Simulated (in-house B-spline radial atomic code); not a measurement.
# BHandHLYP excitations of I7+

Method: BHandHLYP. Computed with a B-spline radial code for spherical atoms: linear response of the closed shell [Kr] 4d10 with the functional's adiabatic kernel; scalar-relativistic (spin-free one-electron X2C), finite nucleus, no spin-orbit coupling, no double excitations, S, P, D and F terms only; shells from n = 2 respond. Only terms of natural parity with L up to 3 were computed.

Command:
```bash
python run_td.py task.json out
```
Settings (radii: box in bohr, nucleus in fm):
```
Z                        53
electrons                46
configuration            [Kr] 4d10
hamiltonian              x2c
method                   bhandhlyp
box_radius               12.81
rms_radius               4.75
intervals                69
```

Cost of the run: 4.7 s on 1 thread of Arm Neoverse N1 (shared host).

The lowest states, in the order of their Tamm-Dancoff energies; the method's threshold (minus the highest occupied level) is 146.38 eV. Labels give the largest channel, * marks a mixed state, and oscillator strengths are full-response dipole values. Semilocal kernels can invert the small singlet-triplet splittings of Rydberg terms. Energies in eV:

```json
{"state": "4d → 5s 3D", "full response": "45.99", "Tamm-Dancoff": "46.01", "oscillator strength": "-"}
{"state": "4d → 5s 1D", "full response": "?", "Tamm-Dancoff": "?", "oscillator strength": "-"}
{"state": "4d → 5p 3P", "full response": "60.36", "Tamm-Dancoff": "60.39", "oscillator strength": "-"}
{"state": "4d → 5p 3F", "full response": "?", "Tamm-Dancoff": "?", "oscillator strength": "-"}
{"state": "4d → 5p 1F", "full response": "61.63", "Tamm-Dancoff": "61.63", "oscillator strength": "-"}
{"state": "4d → 5p 1P", "full response": "62.59", "Tamm-Dancoff": "62.67", "oscillator strength": "0.957"}
{"state": "4d → 4f 3P", "full response": "75.32", "Tamm-Dancoff": "75.36", "oscillator strength": "-"}
{"state": "4d → 4f 3F", "full response": "77.46", "Tamm-Dancoff": "77.51", "oscillator strength": "-"}
{"state": "4d → 4f 1F", "full response": "80.21", "Tamm-Dancoff": "80.25", "oscillator strength": "-"}
{"state": "4d → 5d 3S", "full response": "81.49", "Tamm-Dancoff": "81.53", "oscillator strength": "-"}
{"state": "4d → 5d 3D", "full response": "82.67", "Tamm-Dancoff": "82.68", "oscillator strength": "-"}
{"state": "4d → 5d 1D", "full response": "83.47", "Tamm-Dancoff": "83.48", "oscillator strength": "-"}
{"state": "4d → 5d 1S", "full response": "88.44", "Tamm-Dancoff": "89.02", "oscillator strength": "-"}
{"state": "4d → 4f 1P", "full response": "91.18", "Tamm-Dancoff": "92.62", "oscillator strength": "6.37"}
{"state": "4d → 6s 3D", "full response": "93.23", "Tamm-Dancoff": "93.24", "oscillator strength": "-"}
{"state": "4d → 6s 1D", "full response": "93.52", "Tamm-Dancoff": "93.53", "oscillator strength": "-"}
```

(1) Where does 4d → 5s 1D lie?

(2) Where does 4d → 5p 3F lie?

(3) How large is the singlet-triplet splitting of 4d → 5s (D terms) in Tamm-Dancoff?

(4) What polarisabilities and dispersion coefficient does the method give?

Results:

(1) At 47.02 eV in full response, 47.03 eV in Tamm-Dancoff.

(2) At 60.86 eV in full response, 60.88 eV in Tamm-Dancoff.

(3) 1.02 eV, from the unrounded values.

(4) Dipole 1.045 bohr³, quadrupole 1.248 bohr⁵, C6 2.892 hartree·bohr⁶ for two such species.
